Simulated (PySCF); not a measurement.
## Chlorine: a sound run and one with changed settings

Sound run: Cl⁺ [Ne] 3s2 3p4, Cl²⁺ [Ne] 3s2 3p3. Calculation: PySCF 2.14, in def2-TZVP (5s5p2d1f, 37 functions); no relativity, point nucleus. The sound run starts from symmetry-adapted Hartree-Fock orbitals and uses a fine grid where one is needed.

Changed run: initial guess atom, at most 5 SCF cycles. This setting is unsound on purpose.

```json
{"species": "Cl⁺", "method": "UHF", "sound run (hartree)": "-459.04415", "changed run (hartree)": "-459.04415", "converged": "no"}
{"species": "Cl⁺", "method": "MN15", "sound run (hartree)": "-459.57059", "changed run (hartree)": "-459.57059", "converged": "no"}
{"species": "Cl⁺", "method": "BP86", "sound run (hartree)": "-459.70972", "changed run (hartree)": "-459.70972", "converged": "no"}
{"species": "Cl²⁺", "method": "UHF", "sound run (hartree)": "-458.21427", "changed run (hartree)": "-458.21427", "converged": "no"}
{"species": "Cl²⁺", "method": "MN15", "sound run (hartree)": "-458.69061", "changed run (hartree)": "-458.69061", "converged": "no"}
{"species": "Cl²⁺", "method": "BP86", "sound run (hartree)": "-458.82686", "changed run (hartree)": "-458.82686", "converged": "no"}
```

The SCF was stopped early; the energies are upper bounds that still move, and correlated levels were skipped or rest on poor orbitals.
